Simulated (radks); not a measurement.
The numbers below are computed, except where a source is named.
Ru XI, configuration [Ar] 3d10 4s2 4p4 (the NIST ground configuration). Level of theory: Dirac Kohn-Sham, BLYP, spin-unpolarised, spherical densities, point nucleus; open shells fill j = l - 1/2 first (a radial shooting solver on a logarithmic mesh with Libxc functionals).

Unscreened Slater integrals over Kohn-Sham orbitals (cm^-1). Large and small components are both included.

integral,value
"F0(4p3/2,4p3/2)",196520
"F2(4p3/2,4p3/2)",104280
"F0(4p3/2,4p1/2)",198430
"G2(4p3/2,4p1/2)",105050
"F0(4p3/2,4s1/2)",202610
"G1(4p3/2,4s1/2)",138350
"F0(4p3/2,3d5/2)",251600
"F2(4p3/2,3d5/2)",64276
"G1(4p3/2,3d5/2)",21215
"G3(4p3/2,3d5/2)",20765
"F0(4p1/2,4p1/2)",200410
"F0(4p1/2,4s1/2)",204750
"G1(4p1/2,4s1/2)",140470
"F0(4p1/2,3d5/2)",255880
"G3(4p1/2,3d5/2)",21494
"F0(4s1/2,4s1/2)",209480
"F0(4s1/2,3d5/2)",264690
"G2(4s1/2,3d5/2)",23501
"F0(3d5/2,3d5/2)",522560
"F2(3d5/2,3d5/2)",259200
"F4(3d5/2,3d5/2)",165090
